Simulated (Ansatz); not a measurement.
`O[SiH]([AlH2])CF`, relaxed with RKS PBE-D4/def2-SVP in the Gaussian-basis code of Ansatz from a rough embedded geometry. The force threshold is 0.03 eV/Å; the program also tests the step.

Charge 0, multiplicity 1.

Start:

```xyz
11

O     1.240   -0.651    1.451
Si    0.262    0.353    0.561
Al    1.154    0.518   -1.606
C    -1.498   -0.256    0.461
F    -2.019   -0.440    1.725
H     1.208   -1.560    1.042
H     0.221    1.711    1.193
H     0.264    0.152   -2.862
H     2.676    1.137   -1.804
H    -1.427   -1.318   -0.018
H    -2.080    0.354   -0.144
```

(1) How much energy does the relaxation release, and in how many steps? (Estimate.)

(2) Which bonds change most? (Best estimate.)

(3) Give the relaxed structure. (Best estimate.)

## Answers

(1) Computed: 45.46 kJ/mol, in 22 steps, 1 of them rejected.

(2) The calculation gave: Si2–Al3 from 2.349 to 2.483 Å; C4–H11 from 1.037 to 1.118 Å; Si2–C4 from 1.865 to 1.920 Å; C4–H10 from 1.167 to 1.116 Å.

(3) The calculation gave: 
```xyz
11

O     1.265   -0.375    1.605
Si    0.174    0.382    0.548
Al    1.167    0.601   -1.718
C    -1.533   -0.495    0.481
F    -2.149   -0.493    1.730
H     1.740   -1.132    1.222
H    -0.092    1.722    1.179
H     0.582    1.581   -2.848
H     2.468   -0.282   -2.070
H    -1.440   -1.548    0.124
H    -2.183    0.040   -0.254
```
